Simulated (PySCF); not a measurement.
# Computed records: CH₉BGeSi, B₂GeH₆N, CH₆BGeN, CH₆BGeO and others

Calculation on a computer-drawn molecule: optimised geometry and harmonic frequencies of an isolated molecule of the commonest isotopes, restricted reference for singlets and unrestricted otherwise, frozen core in MP2; on germanium a core potential holds 10 electrons, which the energies leave out, and 3d is frozen in MP2 and coupled-cluster steps. Program: PySCF 2.14.0.

Common to all runs: charge 0; method HF; basis and core potential on germanium cc-pVDZ-PP ECP10MDF.

(1) CH₉BGeSi

Start structure:
```xyz
13
CH9BGeSi
B     -0.5442    -0.3944    -0.0241
C     -2.0315    -0.6318     0.0583
Si    -2.8122     0.8849     0.8383
Ge    -2.0006     1.3624     2.9150
H     -0.0389     0.1254    -0.9808
H      0.1783    -0.4976     0.9159
H     -2.5001    -0.9344    -0.7726
H     -2.2440    -1.5093     0.8102
H     -2.6440     1.9909    -0.0762
H     -4.3008     0.6261     0.8791
H     -2.9175     2.1966     3.7971
H     -1.6453     0.1902     3.8293
H     -0.7693     2.2619     2.9963
```

```
multiplicity                                  : 1
basis                                         : cc-pV(D+d)Z
rotational constants                          : 6.16, 1.541, 1.331 GHz
total energy                                  : -650.0938 hartree
convergence status largest gradient component : 1.744e-05 hartree/bohr
```

Drawn bonds:
```
atom  other atom  order
   1           2      1
   2           3      1
   3           4      1
   1           5      1
   1           6      1
   2           7      1
   2           8      1
   3           9      1
   3          10      1
   4          11      1
   4          12      1
   4          13      1
```

Optimised structure:
```xyz
13
CH9BGeSi
B     -0.4407    -0.3536    -0.1248
C     -1.9536    -0.6517     0.1169
Si    -2.8684     0.8346     0.8788
Ge    -2.0487     1.4258     3.0645
H     -0.0647     0.1252    -1.1611
H      0.3716    -0.5544     0.7387
H     -2.4920    -0.8658    -0.8123
H     -2.1108    -1.4773     0.8191
H     -2.7547     2.0197    -0.0069
H     -4.3058     0.4881     0.9947
H     -2.9214     2.5271     3.6807
H     -2.0754     0.2117     4.0032
H     -0.6053     1.9415     2.9943
```

Modes:
```
frequency (cm⁻¹)  reduced mass (dalton)
           61.57                  2.183
              95                  1.097
           123.5                  2.209
           202.6                  1.239
           230.2                    2.5
           353.9                  5.915
           377.6                  1.053
           501.2                  1.155
           582.5                   1.26
             657                  3.424
           707.3                  1.099
           743.5                  1.075
           810.7                  1.145
             889                  1.074
           966.3                  1.022
           967.5                   1.02
           987.4                  1.383
           992.4                  1.362
            1027                  1.049
            1090                  1.855
            1174                  1.497
            1195                  1.187
            1336                  1.257
            1538                  1.136
            2202                  1.023
            2204                  1.023
            2217                  1.012
            2293                  1.049
            2296                  1.032
            2662                  1.054
            2728                  1.127
            3169                  1.057
            3226                  1.104
```

(2) B₂GeH₆N

Start structure:
```xyz
10
B2GeH6N
B      1.3599     0.7857     2.8666
N      0.8100     1.3511     1.7542
B     -0.1105     0.7852     0.8285
Ge    -0.8732    -1.1159     1.0272
H      2.1032     1.3990     3.5218
H      1.1313    -0.3133     3.1686
H      1.0573     2.2490     1.5122
H     -0.4185     1.2788    -0.1991
H     -2.1921    -1.3375     0.3064
H     -1.3559    -1.5920     2.4647
```

```
multiplicity                                  : 2
basis                                         : cc-pVDZ
rotational constants                          : 13.54, 2.111, 1.832 GHz
total energy                                  : -400.7212 hartree
spin squared                                  : 0.7627
convergence status largest gradient component : 3.818e-05 hartree/bohr
```

Drawn bonds:
```
atom  other atom  order
   1           2      1
   2           3      1
   3           4      1
   1           5      1
   1           6      1
   2           7      1
   3           8      1
   4           9      1
   4          10      1
```

Optimised structure:
```xyz
10
B2GeH6N
B      1.3631     0.8137     2.9172
N      0.8218     1.3281     1.7108
B     -0.1370     0.7513     0.8326
Ge    -1.0087    -1.1075     1.0497
H      2.1760     1.4619     3.5158
H      1.0090    -0.2551     3.3220
H      1.1692     2.2248     1.4265
H     -0.4280     1.3613    -0.1605
H     -2.2775    -1.3227     0.2162
H     -1.1764    -1.7657     2.4208
```

Modes:
```
frequency (cm⁻¹)  reduced mass (dalton)
           146.3                  1.468
           184.2                  2.378
           250.8                  1.698
           338.2                  1.225
           367.5                  1.597
             414                  1.502
             496                   1.53
           672.4                  2.022
           786.6                  1.252
           942.6                  1.046
           968.4                  1.217
           981.6                  1.679
            1032                  1.289
            1108                  1.374
            1232                  1.434
            1338                  2.553
            1381                  1.449
            1564                  1.847
            2206                  1.021
            2219                   1.02
            2683                  1.066
            2694                  1.083
            2765                  1.128
            3798                  1.075
```

(3) CH₆BGeN

Start structure:
```xyz
10
CH6BGeN
B      0.7530    -0.0763     0.3000
N      0.3018     0.1987    -0.9518
C     -0.0098     1.6493    -1.5160
Ge    -1.8418     1.2301    -0.9208
H      0.8716    -1.1994     0.6018
H      1.0270     0.8225     1.0746
H      0.1663    -0.4989    -1.6645
H      0.2957     1.6251    -2.5387
H      0.5941     2.3304    -0.9565
H     -1.5364     1.8864     0.5344
```

```
multiplicity                                  : 1
basis                                         : cc-pVDZ
rotational constants                          : 11.01, 2.725, 2.421 GHz
total energy                                  : -413.8600 hartree
convergence status largest gradient component : 2.571e-05 hartree/bohr
```

Drawn bonds:
```
atom  other atom  order
   1           2      1
   2           3      1
   3           4      1
   1           5      1
   1           6      1
   2           7      1
   3           8      1
   3           9      1
   4          10      1
```

Optimised structure:
```xyz
10
CH6BGeN
B      0.7916    -0.0899     0.3160
N      0.3082     0.2396    -0.9593
C      0.0282     1.5828    -1.4922
Ge    -1.8913     1.3443    -0.9444
H      0.9586    -1.2482     0.5809
H      1.0326     0.7844     1.0988
H      0.1778    -0.5005    -1.6212
H      0.2399     1.6168    -2.5590
H      0.6242     2.3249    -0.9700
H     -1.6484     1.9137     0.5129
```

Modes:
```
frequency (cm⁻¹)  reduced mass (dalton)
           105.6                  4.828
           223.2                  2.552
           369.8                  1.474
           413.2                  1.456
           457.4                  1.216
           601.2                  2.857
           675.1                  1.116
           835.8                  1.075
           910.2                  1.821
           922.3                  1.414
            1046                  1.522
            1084                   1.35
            1243                  1.619
            1279                  1.247
            1295                  1.261
            1384                  1.571
            1573                   1.09
            1604                  1.689
            2000                  1.022
            2679                  1.055
            2758                  1.131
            3238                  1.059
            3319                  1.111
            3820                  1.077
```

(4) CH₆BGeO

Start structure:
```xyz
10
CH6BGeO
B      0.8008    -0.9168    -1.1240
O      1.3683     0.3082    -1.0073
C      1.6446     0.9419     0.1807
Ge     0.2827     2.4062    -0.0431
H      0.7228    -1.2978    -2.1880
H      0.5458    -1.5660    -0.1685
H      1.3757     0.3354     1.0754
H      2.6879     1.3355     0.1947
H     -1.0391     1.6946    -0.4109
H      0.6773     2.9448    -1.5197
```

```
multiplicity                                  : 2
basis                                         : cc-pVDZ
rotational constants                          : 16.78, 2.004, 1.935 GHz
total energy                                  : -434.2705 hartree
spin squared                                  : 0.7538
convergence status largest gradient component : 1.161e-05 hartree/bohr
```

Drawn bonds:
```
atom  other atom  order
   1           2      1
   2           3      1
   3           4      1
   1           5      1
   1           6      1
   3           7      1
   3           8      1
   4           9      1
   4          10      1
```

Optimised structure:
```xyz
10
CH6BGeO
B      0.9479    -1.1154    -1.1211
O      1.4228     0.1384    -1.1182
C      1.5237     0.9364     0.0450
Ge     0.3049     2.4999    -0.0925
H      0.9036    -1.6835    -2.1758
H      0.5845    -1.6369    -0.0975
H      1.2870     0.3542     0.9373
H      2.5524     1.2863     0.1273
H     -1.1483     2.0203    -0.2303
H      0.6883     3.3863    -1.2848
```

Modes:
```
frequency (cm⁻¹)  reduced mass (dalton)
           62.78                  3.013
           135.3                  1.096
           216.2                  3.083
           379.2                  2.283
           425.2                  1.377
           520.5                   1.03
           581.4                  1.806
           733.8                  1.596
           904.2                   1.39
           916.4                  1.067
           993.6                  2.287
            1105                  1.786
            1132                  1.361
            1293                  1.513
            1357                  1.141
            1397                  1.335
            1467                  2.673
            1581                  1.096
            2189                  1.018
            2203                  1.024
            2656                  1.057
            2745                  1.124
            3205                  1.057
            3270                  1.109
```

(5) BGeH₅OSi

Start structure:
```xyz
9
BGeH5OSi
B      0.9499    -0.2055    -1.1161
O      0.3067    -0.8621    -1.9690
Si    -1.1708    -1.7459    -1.9186
Ge    -1.5140    -1.6764     0.5452
H      1.9399     0.3538    -1.4069
H      0.6043    -0.1882     0.0278
H     -0.6190    -2.9701    -2.4723
H     -1.9290    -1.0303    -2.9250
H     -2.5327    -0.4175     0.3287
```

```
multiplicity                                  : 1
basis                                         : cc-pV(D+d)Z
rotational constants                          : 6.318, 1.937, 1.53 GHz
total energy                                  : -684.8120 hartree
convergence status largest gradient component : 3.452e-05 hartree/bohr
```

Drawn bonds:
```
atom  other atom  order
   1           2      1
   2           3      1
   3           4      1
   1           5      1
   1           6      1
   3           7      1
   3           8      1
   4           9      1
```

Optimised structure:
```xyz
9
BGeH5OSi
B      0.9498    -0.1819    -1.0667
O      0.2917    -0.7462    -2.0842
Si    -1.0694    -1.7460    -1.9674
Ge    -1.6263    -1.6832     0.4584
H      1.9024     0.5194    -1.2588
H      0.5822    -0.3891     0.0824
H     -0.6663    -3.0762    -2.4777
H     -2.0980    -1.2098    -2.8866
H     -2.2308    -0.2291     0.2944
```

Modes:
```
frequency (cm⁻¹)  reduced mass (dalton)
           56.09                  3.798
           109.4                  2.302
           271.7                  1.257
           281.5                  4.511
           356.6                  5.241
           409.3                   1.05
           438.7                   1.07
           706.8                  1.204
           737.8                  4.718
             773                  1.103
           891.3                  1.168
            1045                  1.055
            1080                  1.484
            1124                  1.366
            1286                  1.488
            1454                  2.656
            2007                  1.021
            2306                   1.05
            2309                  1.032
            2497                  1.072
            2734                    1.1
```
